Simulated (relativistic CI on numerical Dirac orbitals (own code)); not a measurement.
# Judd-Ofelt analysis for Nd3+

Computed by Dirac-Coulomb-Breit CI, separate exchange-only KLI orbitals for each configuration, QED by a radiative potential, valence Slater integrals scaled by 0.8 (own radial code, finite nucleus).

Configuration 4f³ alone, in intermediate coupling. Take Ω₂ = 4.74, Ω₄ = 2.18, Ω₆ = 1.87 (10⁻²⁰ cm²) and refractive index n = 2.07 as given. A_ED = 64π⁴e²ν³ n(n² + 2)²/[27h(2J + 1)] Σ Ω_λ |U^λ|², in Gaussian units with ν in cm⁻¹, and A_MD is n³ times the free-ion magnetic-dipole rate; a dash marks a rate that is forbidden or under 2 % of the level's free-ion decay.

Emitting level ⁴I°13/2 at 3801 cm⁻¹ (radiative decay alone: multiphonon quenching in a host is left out, and the level can lie too high or too low):

| To | ν (cm⁻¹) | U² squared | U⁴ squared | U⁶ squared | Free-ion A(M1) (s⁻¹) |
| --- | --- | --- | --- | --- | --- |
| ⁴I°9/2 | 3801 | 0.0001 | 0.0136 | 0.4549 | - |
| ⁴I°11/2 | 1955 | 0.0255 | 0.1349 | 1.2337 | 0.359 |

Give the rates, branching ratios and the radiative lifetime.

The rates are:

```json
{"To": "⁴I°9/2", "λ (nm)": "2631", "A_ED (s⁻¹)": "22.7", "A_MD (s⁻¹)": "0", "β (%)": "64.1"}
{"To": "⁴I°11/2", "λ (nm)": "5116", "A_ED (s⁻¹)": "9.54", "A_MD (s⁻¹)": "3.19", "β (%)": "35.9"}
```

τ_rad = 2.82e-02 s. Computed level positions enter as ν³, so measured ones would change the rates. For the strongest line (2631 nm) and an assumed effective width Δλ = 210 nm (300 cm⁻¹), the Füchtbauer-Ladenburg formula σ = λ⁴A/(8πcn²Δλ) gives a peak emission cross-section of 0.16 × 10⁻²⁰ cm².
